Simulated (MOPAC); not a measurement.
MOPAC input (MNDO):

```
MNDO 1SCF GEO-OK AUX(PRECISION=9) THREADS=1
F3Sb

Sb    0.00257964 1   -0.00328867 1    0.34540711 1
F    -1.31061602 1   -0.95160558 1   -0.65180333 1
F    -0.18142934 1    1.61584890 1   -0.63579149 1
F     1.47742737 1   -0.64560754 1   -0.66971215 1
```

Output:

```
 *******************************************************************************
 **                                                                           **
 **                              MOPAC v23.2.5                                **
 **                                                                           **
 *******************************************************************************
 ** MOPAC's Digital Object Identifier: https://doi.org/10.5281/zenodo.6511958 **
 **                                                                           **
 ** Please cite the open-source release paper for use of this MOPAC version:  **
 ** J. E. Moussa and J. J. P. Stewart (2026)                                  **
 ** MOPAC: An open-source semiempirical molecular orbital program             **
 ** J. Open Source Softw., 11(119), 8025, https://doi.org/10.21105/joss.08025 **
 *******************************************************************************

                              MNDO CALCULATION RESULTS

 *******************************************************************************
 *  MNDO       - The MNDO Hamiltonian to be used
 *  GEO-OK     - OVERRIDE INTERATOMIC DISTANCE AND OTHER SAFETY CHECKS
 *  1SCF       - DO 1 SCF AND THEN STOP
 *  AUX        - OUTPUT AUXILIARY INFORMATION
 *******************************************************************************
MNDO 1SCF GEO-OK AUX(PRECISION=9) THREADS=1
 F3Sb

   ATOM   CHEMICAL          X               Y               Z
  NUMBER   SYMBOL      (ANGSTROMS)     (ANGSTROMS)     (ANGSTROMS)

     1      Sb          0.00257964  *  -0.00328867  *   0.34540711  *
     2       F         -1.31061602  *  -0.95160558  *  -0.65180333  *
     3       F         -0.18142934  *   1.61584890  *  -0.63579149  *
     4       F          1.47742737  *  -0.64560754  *  -0.66971215  *

          CARTESIAN COORDINATES

    NO.       ATOM           X           Y           Z

     1        Sb          0.0026     -0.0033      0.3454
     2         F         -1.3106     -0.9516     -0.6518
     3         F         -0.1814      1.6158     -0.6358
     4         F          1.4774     -0.6456     -0.6697

  F: (MNDO): M.J.S. DEWAR, H.S. RZEPA, J. AM. CHEM. SOC., 100, 777, (1978)
 Sb: (MNDO): J. J. P. STEWART, J. MOL. MOD., 10, 155-164 (2004)

           Empirical Formula: Sb F3  =     4 atoms

      MOLECULAR POINT GROUP   :   C3v

      RHF CALCULATION, NO. OF DOUBLY OCCUPIED LEVELS = 13

 -------------------------------------------------------------------------------
 MNDO 1SCF GEO-OK AUX(PRECISION=9) THREADS=1
 F3Sb

     1SCF WAS SPECIFIED, SO BFGS WAS NOT USED
     SCF FIELD WAS ACHIEVED

                              MNDO CALCULATION
                                                       MOPAC v23.2.5 Linux

          FINAL HEAT OF FORMATION =       -138.72461 KCAL/MOL =    -580.42378 KJ/MOL

          COSMO AREA              =        103.03 SQUARE ANGSTROMS
          COSMO VOLUME            =         91.11 CUBIC ANGSTROMS

          IONIZATION POTENTIAL    =         11.723681 EV
          HOMO LUMO ENERGIES (EV) =        -11.724  0.279
          NO. OF FILLED LEVELS    =         13
          MOLECULAR WEIGHT        =        178.7452         POINT GROUP:  C3v

          MOLECULAR DIMENSIONS (Angstroms)

            Atom       Atom       Distance
            F     4    F     2     2.80484
            F     3    F     2     2.42906
            F     2   Sb     1     0.99792

          SCF CALCULATIONS        =          1

   ATOM   CHEMICAL          X               Y               Z
  NUMBER   SYMBOL      (ANGSTROMS)     (ANGSTROMS)     (ANGSTROMS)

     1      Sb          0.00257964  *  -0.00328867  *   0.34540711  *
     2       F         -1.31061602  *  -0.95160558  *  -0.65180333  *
     3       F         -0.18142934  *   1.61584890  *  -0.63579149  *
     4       F          1.47742737  *  -0.64560754  *  -0.66971215  *

                             CARTESIAN COORDINATES

   1   Sb        0.002579640    -0.003288670     0.345407110
   2    F       -1.310616020    -0.951605580    -0.651803330
   3    F       -0.181429340     1.615848900    -0.635791490
   4    F        1.477427370    -0.645607540    -0.669712150

           Empirical Formula: Sb F3  =     4 atoms

      MOLECULAR POINT GROUP   :   C3v

                  EIGENVALUES
 -40.63661 -40.63661 -40.27398 -16.18370 -15.65154 -15.65154 -14.77806 -14.21839
 -14.21839 -14.21612 -13.98864 -13.98864 -11.72368   0.27872   0.43333   0.43333

              NET ATOMIC CHARGES AND DIPOLE CONTRIBUTIONS

  ATOM NO.   TYPE          CHARGE      No. of ELECS.   s-Pop       p-Pop
    1         Sb           1.596495        3.4035     1.86249     1.54102
    2          F          -0.532165        7.5322     1.91005     5.62212
    3          F          -0.532165        7.5322     1.91005     5.62212
    4          F          -0.532165        7.5322     1.91005     5.62212
 DIPOLE           X         Y         Z       TOTAL
 POINT-CHG.     0.057    -0.073     7.652     7.652
 HYBRID        -0.006     0.008    -0.864     0.864
 SUM            0.051    -0.065     6.788     6.788

          ATOMIC ORBITAL ELECTRON POPULATIONS

     Atom    s        px        py        pz
    1 Sb   1.86249   0.45866   0.45867   0.62369
    2  F   1.91005   1.82860   1.89086   1.90266
    3  F   1.91005   1.95666   1.76066   1.90480
    4  F   1.91005   1.79408   1.92782   1.90022

 **********************
 *                    *
 * JOB ENDED NORMALLY *
 *                    *
 **********************

 == MOPAC DONE ==
```

The geometry given is a B3LYP-D3(BJ)/def2-TZVP minimum.
